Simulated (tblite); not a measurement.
C7H7ClSe.
Numbering: `[CH2:1]=[C:2]([CH3:3])[c:4]1[cH:5][cH:6][c:7]([Cl:8])[se:9]1` (hydrogens: H10, H11 on C1; H12, H13, H14 on C3; H15 on C5; H16 on C6)

Computed with GFN2-xTB (tblite), gas phase: L-BFGS steps from a force-field or distance-geometry start until the largest atomic force falls under 0.01 eV/Å.

At the end of the run (lengths in Å): C7–Se9 1.869, C5–C6 1.413, C6–H16 1.076, C4–Se9 1.892, C5–H15 1.076, C7–Cl8 1.708, C3–H12 1.089, C6–C7–Se9 112.9°, Cl8–C7–Se9 121.2°, C5–C6–C7 114.0°, C3–C2–C4 116.6°, C1–C2–C4–C5 179°, H12–C3–C2–C1 -120°.

**Question.** These geometries were met on the way; a selection of coordinates is given. Order them by energy above the end point, lowest first.
A. C7–Se9 1.996, C5–C6 1.473, C6–H16 1.064, C4–Se9 1.941, C5–H15 1.063, C7–Cl8 1.749, C3–H12 1.097, C6–C7–Se9 107.3°, Cl8–C7–Se9 129.7°, C5–C6–C7 117.7°, C3–C2–C4 122.9°, C1–C2–C4–C5 -179°, H12–C3–C2–C1 -99°
B. C7–Se9 2.033, C5–C6 1.327, C6–H16 1.148, C4–Se9 1.951, C5–H15 1.130, C7–Cl8 1.756, C3–H12 1.123, C6–C7–Se9 103.0°, Cl8–C7–Se9 129.3°, C5–C6–C7 122.4°, C3–C2–C4 122.1°, C1–C2–C4–C5 -179°, H12–C3–C2–C1 -99°
C. C7–Se9 1.861, C5–C6 1.406, C6–H16 1.070, C4–Se9 1.917, C5–H15 1.066, C7–Cl8 1.711, C3–H12 1.090, C6–C7–Se9 111.2°, Cl8–C7–Se9 127.6°, C5–C6–C7 115.3°, C3–C2–C4 120.5°, C1–C2–C4–C5 180°, H12–C3–C2–C1 -99°
D. C7–Se9 1.870, C5–C6 1.416, C6–H16 1.073, C4–Se9 1.910, C5–H15 1.066, C7–Cl8 1.696, C3–H12 1.097, C6–C7–Se9 113.2°, Cl8–C7–Se9 124.0°, C5–C6–C7 113.8°, C3–C2–C4 119.3°, C1–C2–C4–C5 180°, H12–C3–C2–C1 -99°
E. C7–Se9 1.920, C5–C6 1.389, C6–H16 1.083, C4–Se9 1.927, C5–H15 1.087, C7–Cl8 1.733, C3–H12 1.084, C6–C7–Se9 108.1°, Cl8–C7–Se9 129.3°, C5–C6–C7 117.4°, C3–C2–C4 121.6°, C1–C2–C4–C5 180°, H12–C3–C2–C1 -99°

**Answer.** D (0.082 eV), C (0.148 eV), E (0.241 eV), A (0.451 eV), B (0.842 eV).

```
step  E above end (eV)  rms distance from the end, all atoms (Å)  largest force (eV/Å)  rms shift of all bonds from the end (Å)
   7             0.082                                     0.157                 0.436                                    0.007
   5             0.148                                     0.169                 0.578                                    0.010
   3             0.241                                     0.180                 1.331                                    0.019
   1             0.451                                     0.191                 2.384                                    0.040
   0             0.842                                     0.196                 5.747                                    0.057
```

Rows stand in the order of the answer.
